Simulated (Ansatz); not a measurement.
**Telling isomers of C3H10AlB apart by their spectra**

These gas-phase data were calculated for one isomer of C3H10AlB at PBE0-D3(BJ)/pcseg-1 (harmonic, unscaled wavenumbers; equilibrium rotational constants with average atomic masses):

* rotational constants: 5.344, 2.229, 1.884 GHz
* all wavenumbers above 1500 cm⁻¹: 3146, 3143, 3132, 3112, 3107, 3051, 3036, 3033, 1938, 1930
* dipole moment: 0.61 D (PBE0/def2-SVPD)

Candidates:

(1) `CB(C)[CH2][AlH2]`, a singlet
(2) `CCB[CH2][AlH2]`, a singlet

Problem. Which structure fits?

Solution. Candidate (1). No mode falls between 2350 and 2900 cm⁻¹, where the B–H stretch of (2) would stand.

The same quantities for all candidates:

```
     rotational constants (GHz)                                 wavenumbers above 1500 cm⁻¹  dipole (D)  E above the lowest, PBE0-D3(BJ)/pcseg-1 (kcal/mol)
(1)         5.344, 2.229, 1.884  3146, 3143, 3132, 3112, 3107, 3051, 3036, 3033, 1938, 1930        0.61                                                 0.0
(2)          6.516, 2.01, 1.794  3143, 3137, 3136, 3052, 3052, 3047, 3018, 2574, 1944, 1935        0.72                                                12.6
```

Each candidate is one conformer. Programs: Ansatz 0.2.0.
